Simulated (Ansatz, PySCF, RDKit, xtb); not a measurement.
Pair of molecules: H2O (SMILES O) (first 3 atoms) with CHN (SMILES C#N); geometry from B3LYP-D3(BJ)/def2-TZVP, rigid monomers moved along the line of their centres of mass till H3···N5 is 2.96 Å.
(charge 0, multiplicity 1):
```xyz
6

O     -0.14302     0.06523    -0.65726
H      0.79134    -0.06066    -0.84780
H     -0.20066     0.07223     0.30791
C     -0.30695     0.08202     4.39916
N     -0.16679     0.06441     3.26355
H     -0.43867     0.09856     5.45803
```

```
level                                                     interaction energy (kJ/mol)  minus MP2/CBS(aug-cc-pVDZ, aug-cc-pVTZ) + ΔCCSD(T)/aug-cc-pVDZ  cost
--------------------------------------------------------  ---------------------------  --------------------------------------------------------------  ----
UFF                                                                              -0.7                                                             8.8     -
GFN2-xTB                                                                         -7.4                                                             2.1     -
HF/3-21G (no counterpoise)                                                      -12.8                                                            -3.3     -
HF/6-31G* (no counterpoise)                                                     -10.4                                                            -1.0     -
r2SCAN-D3(BJ)/def2-TZVPPD                                                        -9.2                                                             0.3    ×2
r2SCAN-D4/def2-TZVPPD                                                            -9.1                                                             0.3    ×2
B3LYP/3-21G (no counterpoise)                                                   -12.7                                                            -3.3     -
B3LYP/def2-TZVPPD                                                                -8.2                                                             1.3    ×2
PBE0-D4/def2-TZVPPD                                                              -9.7                                                            -0.3    ×2
wB97M-V/def2-TZVPPD                                                              -9.3                                                             0.2    ×4
MP2/aug-cc-pVDZ                                                                  -9.6                                                            -0.2     -
SCS-MP2/aug-cc-pVTZ                                                              -9.3                                                             0.2     -
CCSD(T)/aug-cc-pVDZ                                                              -9.4                                                             0.1    ×5
MP2/CBS(aug-cc-pVDZ, aug-cc-pVTZ) + ΔCCSD(T)/aug-cc-pVDZ                         -9.5                                                             0.0    ×8
```

 The comparison column counts from a level with limits of its own.

The rows run from -12.8 (HF/3-21G (no counterpoise)) to -0.7 kJ/mol (UFF).

Interaction energies are E(AB) − E(A) − E(B) at the monomers' geometry in the complex; basis-set methods are counterpoise corrected. Rows marked so take none. RDKit's UFF carries no charges.

Cores are frozen in the correlated methods. CBS: X⁻³ extrapolation of the correlation energy, Hartree–Fock from the larger set. Rows in 3-21G, 6-31G* carry no dispersion term and start afresh at each structure (6-31G* with six Cartesian d functions).

Codes used: Ansatz (Gaussian basis) for Hartree–Fock, density functionals and correlated methods; PySCF for 3-21G rows, 6-31G* rows, the dispersion terms; RDKit for the force fields; xtb for the GFN methods. Values without a source in brackets are computed.

Costs are rough ratios of core time to PBE/def2-TZVPPD (about 2.4 s over the structures, on one shared machine); a dash marks a level with no comparable run of its own.

Ansatz is a program for electronic structure.
